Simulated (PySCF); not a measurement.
Ge(F)2(OH)(NH2) (F2GeH3NO), SMILES [F][Ge]([NH2])([F])[OH]. Coordinates come from a PBE-D3(BJ)/def2-SVP optimisation. The structure was generated by enumeration, and PubChem lists no compound with its InChIKey, so it may never have been made. The values are those of a single conformer.

**Question.** Give the equilibrium geometry at PBE-D3(BJ)/def2-SVP (PySCF confirms it by a frequency run) as Cartesian coordinates in Å. (An estimate is asked for; the answer gives what the named calculation found.)

**Answer.** One answer among several that fit: 
```xyz
8

N      1.7652     0.1671    -0.4254
Ge     0.0132     0.0102    -0.0139
O     -0.8640     1.4005    -0.6588
F     -0.4096    -0.1142     1.6844
F     -0.5543    -1.5003    -0.6714
H      2.2116     1.0007    -0.0291
H      2.3172    -0.6655    -0.1944
H     -1.7203     1.4971    -0.1997
```
Charge 0, spin multiplicity 1.
